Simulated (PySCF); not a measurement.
Bonds (- single, = double, # triple, : aromatic): C1-O2, O2-C3, C3:C4, C4:C5, C5:N6, N6:N7, N7-C8, C8-C9, C9-C10, N7:C3, C10-C8. C1 carries H11, H12, H13; C4 carries H14; C5 carries H15; C8 carries H16; C9 carries H17, H18; C10 carries H19, H20. H17, H19 are cis to N7 on the ring; H18, H20 are trans to N7 on the ring.

- NMR shieldings at B97-2/pcSseg-1/GIAO
- PBE0-D3(BJ)/def2-SVP structure
- code: PySCF 2.14.0 with density-fitted response routines
- one conformer, rapidly exchanging positions averaged, non-relativistic, in vacuum

δ = σ(ref) − σ, references computed at the same level: 13C, 1H vs TMS; H2O for 17O; 15N against NH3.

```tsv
atoms	nucleus	count	δ (ppm)
O2	17O	1	79.3
H16	1H	1	?
H17/H19	1H	2	1.33
C8	13C	1	?
C1	13C	1	56.4
H18/H20	1H	2	0.72
C3	13C	1	156.8
H14	1H	1	5.32
N6	15N	1	?
N7	15N	1	209.7
C4	13C	1	84.0
H11/H12/H13	1H	3	?
H15	1H	1	?
C5	13C	1	137.1
C9/C10	13C	2	7.6
```

Problem. Fill in the missing shifts.

Solution. 
- C8: 28.5 ppm, three-membered-ring carbon; deshielded by the electronegative neighbour
- H15: 7.07 ppm, hydrogen on an aromatic CH next to a ring nitrogen; the ring current deshields protons in the ring plane
- H11/H12/H13: 3.77 ppm, hydrogen on a methyl carbon bonded to O; its carbon carries O, which withdraws density
- H16: 3.39 ppm, hydrogen on a three-membered-ring carbon; its carbon carries N, an electronegative neighbour
- N6: 296.9 ppm, pyridine-type nitrogen of an azole

Shifts are as computed. Against solution values, carbons near 30 ppm lie about +1 ppm off and those near 130 ppm about +2 ppm. Of 1309 compounds with measured shifts, 239 miss one by over three times the rms of a fit or turn the order of signals round; such compounds aren't used in these exercises. Experimental scales use liquid or dissolved standards, which lie at an offset from isolated NH3 (liquid NH3: subtract about 20 ppm) and H2O (liquid H2O: subtract about 36 ppm). Unscaled 15N shifts of sp2 nitrogen come out 20 to 40 ppm too high even then.
